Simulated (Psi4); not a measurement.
C₂H₇OS (SMILES CS(C)=[OH+]), charge +1, singlet, geometry from GFN2-xTB, with bond 5-1 at 1.6 times its length; Psi4 with B3LYP/pcseg-1.

Here is a job for Psi4.
```
memory 2 GB

molecule mol {
1 1
C     1.401716   -0.754816   -0.131449
S    -0.026312    0.131071    0.513168
C    -1.337218   -0.837108   -0.250863
O    -0.020319    1.383872   -0.487622
H     2.848671    0.074341    0.362262
H     1.410650   -1.757037    0.287329
H     1.354837   -0.796001   -1.215898
H    -1.193836   -0.872577   -1.327017
H    -2.294393   -0.374815   -0.023454
H    -1.322460   -1.839154    0.168169
H    -0.064312    2.259605   -0.082083
}

set {
  basis pcseg-1
  reference rks
  guess sap
}

energy('b3lyp')
print_variables()
```

It wrote (shortened):

```
   => Loading Basis Set <=

    Name: PCSEG-1
    Role: ORBITAL
    Keyword: BASIS

         ---------------------------------------------------------
                                   SCF
               by Justin Turney, Rob Parrish, Andy Simmonett
                          and Daniel G. A. Smith
                              RKS Reference
         ---------------------------------------------------------

  ==> Geometry <==

    Molecular point group: c1
    Full point group: C1

    Geometry (in Angstrom), charge = 1, multiplicity = 1:

       Center              X                  Y                   Z               Mass
    ------------   -----------------  -----------------  -----------------  -----------------
         C            1.397253088570    -0.804054754632    -0.158970663803    12.000000000000
         S           -0.030774911430     0.081832245368     0.485646336197    31.972071174400
         C           -1.341680911430    -0.886346754632    -0.278384663803    12.000000000000
         O           -0.024781911430     1.334633245368    -0.515143663803    15.994914619570
         H            2.844208088570     0.025102245368     0.334740336197     1.007825032230
         H            1.406187088570    -1.806275754632     0.259807336197     1.007825032230
         H            1.350374088570    -0.845239754632    -1.243419663803     1.007825032230
         H           -1.198298911430    -0.921815754632    -1.354538663803     1.007825032230
         H           -2.298855911430    -0.424053754632    -0.050975663803     1.007825032230
         H           -1.326922911430    -1.888392754632     0.140647336197     1.007825032230
         H           -0.068774911430     2.210366245368    -0.109604663803     1.007825032230

  Running in c1 symmetry.

  Rotational constants: A =      0.22228  B =      0.20559  C =      0.13425 [cm^-1]
  Rotational constants: A =   6663.80700  B =   6163.56207  C =   4024.72482 [MHz]
  Nuclear repulsion =  190.518195792598988

  Charge       = 1
  Multiplicity = 1
  Electrons    = 42
  Nalpha       = 21
  Nbeta        = 21

  ==> Algorithm <==

  SCF Algorithm Type is DF.
  DIIS enabled.
  MOM disabled.
  Fractional occupation disabled.
  Guess Type is SAP.
  Energy threshold   = 1.00e-06
  Density threshold  = 1.00e-06
  Integral threshold = 1.00e-12

  ==> Primary Basis <==

  Basis Set: PCSEG-1
    Blend: PCSEG-1
    Number of shells: 47
    Number of basis functions: 95
    Number of Cartesian functions: 99
    Spherical Harmonics?: true
    Max angular momentum: 2

  ==> DFT Potential <==

   => LibXC <=

    Version 7.1.2
    S. Lehtola, C. Steigemann, M. J. T. Oliveira, and M. A. L. Marques,  SoftwareX 7, 1–5 (2018) (10.1016/j.softx.2017.11.002)

   => Composite Functional: B3LYP <=

    B3LYP Hyb-GGA Exchange-Correlation Functional

    P. J. Stephens, F. J. Devlin, C. F. Chabalowski, and M. J. Frisch,  J. Phys. Chem. 98, 11623 (1994) (10.1021/j100096a001)

    Deriv               =              1
    GGA                 =           TRUE
    Meta                =          FALSE

    Exchange Hybrid     =           TRUE
    MP2 Hybrid          =          FALSE

   => Exchange Functionals <=

    0.0800   Slater exchange
    0.7200         Becke 88

   => Exact (HF) Exchange <=

    0.2000               HF

   => Correlation Functionals <=

    0.1900   Vosko, Wilk & Nusair (VWN5_RPA)
    0.8100   Lee, Yang & Parr

   => LibXC Density Thresholds  <==

    XC_HYB_GGA_XC_B3LYP:  1.00E-15

   => Molecular Quadrature <=

    Radial Scheme          =       TREUTLER
    Pruning Scheme         =           NONE
    Nuclear Scheme         =       TREUTLER

    Blocking Scheme        =         OCTREE
    BS radius alpha        =              1
    Pruning alpha          =              1
    Radial Points          =             75
    Spherical Points       =            302
    Total Points           =         236344
    Total Blocks           =           1787
[...]

  ==> SAP guess <==

   => Molecular Quadrature <=

    Radial Scheme          =       TREUTLER
    Pruning Scheme         =           NONE
    Nuclear Scheme         =       TREUTLER

    Blocking Scheme        =         OCTREE
    BS radius alpha        =              1
    Pruning alpha          =              1
    Radial Points          =             75
    Spherical Points       =            302
    Total Points           =         236344
    Total Blocks           =           1787
    Max Points             =            256
    Max Functions          =             95
    Weights Tolerance      =       1.00E-15

   -------------------------------------------------------
    Irrep   Nso     Nmo     Nalpha   Nbeta   Ndocc  Nsocc
   -------------------------------------------------------
     A         95      95      21      21      21       0
   -------------------------------------------------------
    Total      95      95      21      21      21       0
   -------------------------------------------------------

  ==> Iterations <==

                           Total Energy        Delta E     RMS |[F,P]|

   @DF-RKS iter   1:  -551.50671300890997   -5.51507e+02   1.91371e-02 ADIIS/DIIS
   @DF-RKS iter   2:  -550.27986189494504    1.22685e+00   2.26411e-02 ADIIS/DIIS
   @DF-RKS iter   3:  -553.40168496574165   -3.12182e+00   1.79862e-03 ADIIS/DIIS
   @DF-RKS iter   4:  -553.40815192735056   -6.46696e-03   1.65919e-03 ADIIS/DIIS
   @DF-RKS iter   5:  -553.41817115236211   -1.00192e-02   4.94311e-04 ADIIS/DIIS
   @DF-RKS iter   6:  -553.41925436480392   -1.08321e-03   1.15194e-04 ADIIS/DIIS
   @DF-RKS iter   7:  -553.41929795118313   -4.35864e-05   6.20038e-05 DIIS
   @DF-RKS iter   8:  -553.41931697425787   -1.90231e-05   5.90141e-06 DIIS
   @DF-RKS iter   9:  -553.41931713486190   -1.60604e-07   1.26031e-06 DIIS
   @DF-RKS iter  10:  -553.41931714238933   -7.52743e-09   4.20166e-07 DIIS
  Energy and wave function converged.

  ==> Post-Iterations <==

   Electrons on quadrature grid:
      Ntotal   =   42.0000143169 ; deviation = 1.432e-05

    Orbital Energies [Eh]
    ---------------------

    Doubly Occupied:

[...]
    Virtual:

[...]
    Final Occupation by Irrep:
              A
    DOCC [    21 ]
    NA   [    21 ]
    NB   [    21 ]

  @DF-RKS Final Energy:  -553.41931714238933

   => Energetics <=

    Nuclear Repulsion Energy =            190.5181957925989877
    One-Electron Energy =               -1128.1553215549213292
    Two-Electron Energy =                 422.4579034310255565
    DFT Exchange-Correlation Energy =     -38.2400948110926393
    Empirical Dispersion Energy =           0.0000000000000000
    VV10 Nonlocal Energy =                  0.0000000000000000
    Total Energy =                       -553.4193171423893318

Computation Completed

Properties will be evaluated at   0.000000,   0.000000,   0.000000 [a0]

Properties computed using the SCF density matrix

 Multipole Moments:

 ------------------------------------------------------------------------------------
     Multipole            Electronic (a.u.)      Nuclear  (a.u.)        Total (a.u.)
 ------------------------------------------------------------------------------------

 L = 1.  Multiply by 2.5417464519 to convert [e a0] to [Debye]
 Dipole X            :         -0.6121750            0.6627190            0.0505440
 Dipole Y            :          3.2360013           -3.4134812           -0.1774799
 Dipole Z            :          2.1697211           -1.8864825            0.2832386
 Magnitude           :                                                    0.3380502

 ------------------------------------------------------------------------------------

  Variable Map:
  ----------------------------------------------------------------------------
[...]
  Array Variable Map:
  ----------------------------------------------------------------------------
[...]
[...]
```
